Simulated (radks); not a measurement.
Q: Xe XXI, configuration [Ar] 3d10 4s2 4p4. Method: Dirac Kohn-Sham, PBE, spin-unpolarised, spherical densities, finite nucleus; open shells are shared between the two j in proportion to 2j + 1; Fermi nuclear charge, rms radius 4.7859 fm; computed with a radial shooting solver on a logarithmic mesh with Libxc functionals. Some entries of the table are withheld. Estimate them.

| orbital | occ. | eigenvalue (eV) | <r> (bohr) | <r^2> (bohr^2) |
|---|---|---|---|---|
| 1s1/2 | 2 | -34911.73 | 0.02666 | 0.0009638 |
| 2s1/2 | 2 | -5905.499 | 0.1141 | 0.01540 |
| 2p1/2 | 2 | -5584.312 | 0.09611 | 0.01136 |
| 2p3/2 | 4 | -5259.113 | 0.1019 | 0.01264 |
| 3s1/2 | 2 | -1627.898 | 0.3033 | 0.1052 |
| 3p1/2 | 2 | -1494.885 | 0.2929 | 0.09960 |
| 3p3/2 | 4 | -1431.693 | 0.3041 | 0.1071 |
| 3d3/2 | 4 | -1199.763 | 0.2738 | 0.08839 |
| 3d5/2 | 6 | -1186.221 | 0.2773 | 0.09052 |
| 4s1/2 | 2 | -668.9767 | 0.6514 | 0.4762 |
| 4p1/2 | 1.33333 | (1) | (2) | 0.4928 |
| 4p3/2 | 2.66667 | (3) | (4) | 0.5194 |

A: 
(1) 4p1/2 eigenvalue (eV): -617.8912
(2) 4p1/2 <r> (bohr): 0.6607
(3) 4p3/2 eigenvalue (eV): -601.1838
(4) 4p3/2 <r> (bohr): 0.6784
